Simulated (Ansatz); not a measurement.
Basis-set extrapolation for H6NNaSi2 (PBE0-D4/def2-TZVP geometry, frozen core, Ansatz 0.2.0). Multiplicity 1, RHF reference. For Na the program correlates outer-core shells too, which these sets cover unevenly, so the extrapolated numbers aren't a true limit.

|  | def2-TZVPP | def2-QZVPP |
| --- | --- | --- |
| HF | -797.764025 | -797.792581 |
| MP2 correlation | -0.646283 | -0.707043 |
| CCSD(T) correlation | -0.715914 | not run |

Energies in hartree. Use E(X) = E(∞) + A·exp(−7.88·√X) for Hartree–Fock and E(X) = E(∞) + B·X^(−2.97) for correlation, with X = 3 and 4, and add CCSD(T) minus MP2 of the smaller set to the MP2 limit.

Problem. What is the CCSD(T) energy at the basis-set limit?

Solution. HF limit: -797.792581 + (-0.028556) × 0.13774 = -797.79651. MP2 limit: -0.707043 + (-0.060760) × 0.74074 = -0.75205. Higher-order term: -0.715914 − (-0.646283) = -0.06963. Total: -798.61819 hartree, 3.76 eV below CCSD(T)/def2-TZVPP.
